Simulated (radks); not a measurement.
Exchange energies: the exact (Fock) value of the Kohn-Sham orbitals and density-functional approximations, in hartree. Species: La3+ [Xe]; Ga2+ [Ar] 3d10 4s1. Method: non-relativistic Kohn-Sham, exchange-only PBE, spin-polarised, spherical densities, point nucleus; computed with a radial shooting solver on a logarithmic mesh with Libxc functionals. Every spin shell is full or empty, so the densities are truly spherical. Functionals are evaluated on that one density, not self-consistently.

functional,La3+,Ga2+
exact,-193.684,-72.9498
LDA,-184.72,-68.792
PBE,-192.86,-72.806
revPBE,-193.10,-72.967
RPBE,-193.19,-73.026
PW91,-193.66,-73.124
PW86,-193.19,-73.208
OPTX,-196.30,-73.656
AM05,-185.29,-69.179
SOGGA,-189.44,-71.148
G96,-194.39,-73.337
EV93,-192.93,-73.240
APBE,-194.22,-73.455
TPSS,-193.03,-73.085
revTPSS,-191.86,-72.550
r2SCAN,-193.41,-73.052
